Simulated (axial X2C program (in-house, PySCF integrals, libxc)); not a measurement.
What spin–orbit coupling does to NaRe⁺

Computed with an in-house relativistic program for diatomic molecules. Spin-free means the one-electron spin-free X2C Hamiltonian; two-component (2c) means X2C with spin–orbit coupling and atomic mean-field two-electron Coulomb and Gaunt terms, so the difference of the two also holds small scalar two-electron terms. Basis: Re dyall-cv3z [13s14p9d7f4g], Na dyall-cv3z [9s8p5d2f] (cores contracted in-house); Gaussian nuclei, density fitting, unrestricted open shells. Masses: Re 186.956 u, Na 22.990 u.

Spin-free state: M_S = 5/2, Λ = 0 (beyond evenly filled blocks: σα, π+α, π-α, δ+α, δ-α); fragments Re + Na+.

```csv
level,Re (Å),ωe (cm⁻¹),De (eV),μ (D)
PBE0,3.186,134.1,0.707,8.75
CCSD,3.187,135.2,0.478,n/a
CCSD(T),3.168,138.0,n/a,n/a
LDA,3.085,142.7,0.698,8.77
```

Correlated methods: 15 electrons correlated (number of frozen shells: Re 5 s, 4 p, 2 d, 1 f; Na 1 s), 337 virtual spin orbitals or spinors in MP2, 89 natural virtuals in coupled cluster.

Dipoles are positive if Na is the positive end and refer to the centre of mass.

Two-component determinant lowest at the distance of the search:

Ω = 5/2 (⟨Sz⟩ = 2.47, ⟨Lz⟩ = 0.03 at HF); fragments Re + Na+.

```tsv
level	Re (Å)	ωe (cm⁻¹)	De (eV)	μ (D)
PBE0	3.188	133.7	0.705	8.77
CCSD	3.190	133.9	0.476	n/a
CCSD(T)	3.171	136.6	n/a	n/a
LDA	3.088	142.1	0.693	8.79
```

Problem. From the two tables, how do the constants change at the CCSD(T) level (2c against spin-free)?

Solution. At the CCSD(T) level Re goes up by 0.003 Å and ωe decreases by 1.4 cm⁻¹.

The state is one determinant whose occupation by symmetry is held fixed; it was picked as the lowest of a PBE0 search that is not exhaustive. Dissociation energies refer to the lowest single-determinant-based atoms at the same level and basis. De is not given where an atomic determinant may have missed its ground term or J level, or where the truncated virtual space spoils (T). Density functionals use the spin component along the axis (collinear). CCSD and (T) use frozen natural virtuals with an MP2 correction for the truncation; (T) itself is uncorrected, so its De runs slightly low. With several unpaired electrons one determinant need not be a pure state. This is the top spin component of a Σ state; components of lower Ω are not single determinants and can lie lower. The determinant is spin-polarised beyond a pure state at some levels (its spin-free form has ⟨S²⟩ too high), which makes Re and μ there less reliable.
